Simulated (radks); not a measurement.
Ga4+, configuration [Ar] 3d9 (the NIST ground configuration). Method: scalar-relativistic Kohn-Sham, SCAN, spin-polarised, spherical densities, finite nucleus; open shells are filled with parallel spins first; meta-GGA in the generalised Kohn-Sham scheme; Fermi nuclear charge, rms radius 3.9973 fm; computed with a radial shooting solver on a logarithmic mesh with Libxc functionals.

Normalised radial functions P(r) = r R(r), r in bohr:

r,3d down
0.001831,0.0000
0.002309,0.0000
0.002935,0.0000
0.003701,0.0000
0.004705,0.0000
0.005934,0.0001
0.007543,0.0002
0.009513,0.0003
0.01209,0.0006
0.01525,0.0012
0.01939,0.0024
0.02445,0.0045
0.03108,0.0087
0.0392,0.0160
0.04983,0.0296
0.06284,0.0524
0.07989,0.0920
0.1007,0.1532
0.1281,0.2490
0.1615,0.3790
0.2053,0.5522
0.259,0.7454
0.3292,0.9409
0.4151,1.0849
0.5278,1.1428
0.6656,1.0877
0.8461,0.9273
1.067,0.7120
1.356,0.4740
1.711,0.2728
2.175,0.1244
2.743,0.0446

3d down: eigenvalue -75.244 eV, 0 radial nodes, <r> = 0.745 bohr, 90 % of the charge inside 1.25 bohr.
